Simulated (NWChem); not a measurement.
# BeHSCl; SMILES [SH][Be][Cl]

```xyz
4

Be     0.0174    -0.0043     0.0000
Cl    -0.0563    -1.8177     0.0000
S      0.1156     1.8938     0.0000
H     -1.2331     2.0159     0.0000
```
Atoms are numbered in this order, from 1.

All runs: NWChem. Geometry optimised at PBE0/def2-SVP; all other runs use it.  Vzz has the sign of the potential's second derivative.

```json
[
 {"quantity": "orbital gap (eV)", "level": "LRC-wPBEh/def2-TZVP", "value": "10.56"},
 {"quantity": "Vzz Be1 (a.u.)", "level": "PBE/cc-pVTZ", "value": "-0.178"},
 {"quantity": "isotropic polarisability (bohr³), static", "level": "B3LYP/Sadlej pVTZ", "value": "51.6"},
 {"quantity": "vertical ionisation energy, ΔSCF (eV)", "level": "PBE0/def2-TZVP", "value": "10.29"},
 {"quantity": "dipole (D)", "level": "PBE0/def2-SVP", "value": "1.06"},
 {"quantity": "highest harmonic frequency (cm⁻¹)", "level": "PBE0/def2-SVP", "value": "2699"}
]
```
